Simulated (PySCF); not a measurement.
## PmOCl at several levels of theory

Computed with PySCF 2.14.0 (density fitting, no spin-orbit coupling) at the geometry relaxed with PBE0:

```xyz
3
PmOCl (singlet in the valence; each metal's 4f electrons, 4 of them, lie in its core potential, out of spins and levels)
Pm    0.2842    0.0000   -0.4344
O     1.8022    0.0000    0.6245
Cl   -1.9378    0.0000    0.8891
```

```
    level                                               basis    state  HOMO (eV)  gap (eV)  charge on Pm1 (e)  population of f-type functions on Pm1 (polarisation alone where 4f lies in the core)  dipole about the centre of mass (D)  largest force component (eV/Å)
     PBE0  Pm lcecp-1-SVP with ECP50, O def2-SVP, Cl def2-SVP  singlet      -7.01      4.74               0.83                                                                                  0.10                                 7.57                            0.00
    B3LYP                                            the same  singlet      -6.73      4.16               0.77                                                                                  0.09                                 7.43                            0.49
CAM-B3LYP                                            the same  singlet      -8.29      6.61               0.80                                                                                  0.10                                 7.75                            0.09
```

In the lcecp rows the 4f levels are missing from HOMO and gap, and the state counts the valence alone.

Charges are Mulliken's, which hang on the basis. The relaxation used the grid (50, 194), these runs (75, 302) or, all-electron (x2c bases, spin-free X2C Hamiltonian), (99, 590).

(1) What does PBE0 with Pm lcecp-1-TZVP with ECP50, O def2-TZVP, Cl def2-TZVP give here?

An lcecp potential fixes the number of 4f electrons, so in runs with it no electron can move into or out of that shell.

## Answers

(1) state singlet, HOMO (eV) -7.02, gap (eV) 4.77, charge on Pm1 (e) 1.23, population of f-type functions on Pm1 (polarisation alone where 4f lies in the core) 0.09, dipole about the centre of mass (D) 7.81, largest force component (eV/Å) 0.20. Time: 5.7 s on 2 threads of Arm Neoverse V1, with other jobs on the host, from free ions and atoms.
